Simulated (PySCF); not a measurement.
Ranking problems on computed properties.

Each SMILES stands for a single optimised conformer of the isolated species, non-relativistic unless stated. Electronic properties by PySCF.

Dipoles, sizes and rotational constants follow the conformer. The torsions of the flexible species, by atom-mapped SMILES:
- `[SiH3:1][PH:2][SiH2:3][Br:4]`: Si1–P2–Si3–Br4 53°
- `[CH3:1][O:2]/[C:3]([CH3:4])=[CH:5]\[Cl:6]`: C1–O2–C3–C4 -178°
- `[O:1]=[CH:2][CH2:3][CH2:4][CH2:5][Cl:6]`: O1–C2–C3–C4 -1°, C2–C3–C4–C5 -69°, C3–C4–C5–Cl6 -61°
- `[CH2:1]=[CH:2][c:3]1[cH:4][c:5]1=[O:6]`: C1–C2–C3–C4 180°
- `[CH3:1][O:2]/[C:3]([CH3:4])=[CH:5]/[Cl:6]`: C1–O2–C3–C4 180°

The conformers of `F[CH](F)[GeH]1[O]CC[O]1` and `Cl[C@@H]1CCOC1` aren't listed.

(1) Rank by HOMO–LUMO gap, lowest first (B3LYP/def2-SVPD at PBE0-D3(BJ)/def2-SVP geometries).
A. `C=Cc1cc1=O`
B. `CC#CC=C=O`
C. `ClCCCC=O`
D. `CO/C(C)=C\Cl`
E. `[SiH3]P[SiH2]Br`
F. `F[CH](F)[GeH]1[O]CC[O]1`
G. `Cl[C@@H]1CCOC1`

(2) Rank by smallest rotational constant, lowest first (PBE0-D3(BJ)/def2-SVP).
A. `[SiH3]P[SiH2]Br`
B. `C=[CH][GeH3]`
C. `ClB1OCCO1`
D. `C(/OC)(=C/Cl)C`
E. `C=CC1=CC1=O`

(3) By how much do the two ends of that ranking differ?

(4) Rank by HOMO energy, lowest first (B3LYP/def2-SVPD at PBE0-D3(BJ)/def2-SVP geometries).
A. `C=Cc1cc1=O`
B. `CO/C(C)=C/Cl`
C. `CC#CC=C=O`
D. `O=CCCCCl`

(5) Give the two extremes of that set in hartree.

(6) Rank by static isotropic polarisability, lowest first (B3LYP/def2-SVPD at PBE0-D3(BJ)/def2-SVP geometries).
A. `CC#CC=C=O`
B. `CO/C(C)=C\Cl`
C. `Cl[C@@H]1CCOC1`
D. `[SiH3]P[SiH2]Br`

(7) Give the two extremes of that set as polarisability volumes in Å³.

(8) Rank by electronic spatial extent ⟨r²⟩ about the centre of nuclear charge, highest first (B3LYP/def2-SVPD at PBE0-D3(BJ)/def2-SVP geometries).
A. `CO/C(C)=C/Cl`
B. `c1c(c1=O)C=C`
C. `P([SiH3])[SiH2]Br`
D. `CO/C(C)=C\Cl`
E. `C(C#CC)=C=O`
F. `O=CCCCCl`

(9) Rank by vertical ionisation energy, highest first (ΔSCF B3LYP/def2-SVPD at PBE0-D3(BJ)/def2-SVP geometries).
A. `[GeH]1([CH](F)F)[O]CC[O]1`
B. `CC#CC=C=O`
C. `O=CCCCCl`
D. `[SiH3]P[SiH2]Br`

## Answers

(1) A (4.36 eV), B (4.53 eV), C (6.23 eV), E (6.35 eV), D (6.51 eV), F (7.20 eV), G (7.68 eV).

(2) A (0.808 GHz), D (1.421 GHz), C (1.610 GHz), E (1.986 GHz), B (3.553 GHz).

(3) By 2.745 GHz, between `C=[CH][GeH3]` and `[SiH3]P[SiH2]Br`.

(4) D (-7.48 eV), A (-6.63 eV), B (-6.27 eV), C (-6.13 eV).

(5) `O=CCCCCl`: -0.275 Eh; `CC#CC=C=O`: -0.225 Eh.

(6) C (64.5 au), A (67.2 au), B (70.3 au), D (107.4 au).

(7) `Cl[C@@H]1CCOC1`: 9.55 Å³; `[SiH3]P[SiH2]Br`: 15.91 Å³.

(8) C (1331 bohr²), A (882 bohr²), F (854 bohr²), E (842 bohr²), D (820 bohr²), B (587 bohr²).

(9) A (9.98 eV), C (9.77 eV), D (9.35 eV), B (8.37 eV).
